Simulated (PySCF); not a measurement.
Dipole response of Cu²⁺ (copper, charge +2)

[Ar] 3d8 4s1, high-spin 4F determinant (an excited configuration). All numbers are calculated (PySCF 2.14, the non-relativistic Hamiltonian (point nucleus), in def2-TZVPPD (6s6p4d2f1g, 67 functions)). Coupled (time-dependent) response in atomic units; α is the mean over directions.

```tsv
method	mean α (bohr³)	C₆ (like pair)	S(−4)
UHF	18.88	71.03	339.7
PBE	14.78	52.96	193.4
PBE0	15.77	57.17	225.1
MN15	16.94	61.75	273.8
```

S(−4) is the Cauchy moment in α(ω) = α(0) + S(−4) ω² + …

α(iu) at PBE0:

```json
{"u (hartree)": "0", "α(iu) (bohr³)": "15.77"}
{"u (hartree)": "0.0500", "α(iu) (bohr³)": "15.23"}
{"u (hartree)": "0.100", "α(iu) (bohr³)": "13.83"}
{"u (hartree)": "0.200", "α(iu) (bohr³)": "10.29"}
{"u (hartree)": "0.300", "α(iu) (bohr³)": "7.463"}
{"u (hartree)": "0.500", "α(iu) (bohr³)": "4.404"}
{"u (hartree)": "0.750", "α(iu) (bohr³)": "2.798"}
{"u (hartree)": "1.00", "α(iu) (bohr³)": "2.035"}
{"u (hartree)": "1.50", "α(iu) (bohr³)": "1.323"}
{"u (hartree)": "2.00", "α(iu) (bohr³)": "0.9886"}
{"u (hartree)": "3.00", "α(iu) (bohr³)": "0.6550"}
{"u (hartree)": "5.00", "α(iu) (bohr³)": "0.3608"}
```

A single London oscillator, α(iu) = α/(1 + u²/ω²), gives C₆ = (3/4) ω α². Matching the computed C₆ needs ω = 4 × 57.17 / (3 × 15.77²) = 0.307 hartree.

For an ion, C₆ is the dispersion term alone; charge-induced terms of lower order in 1/R come first.
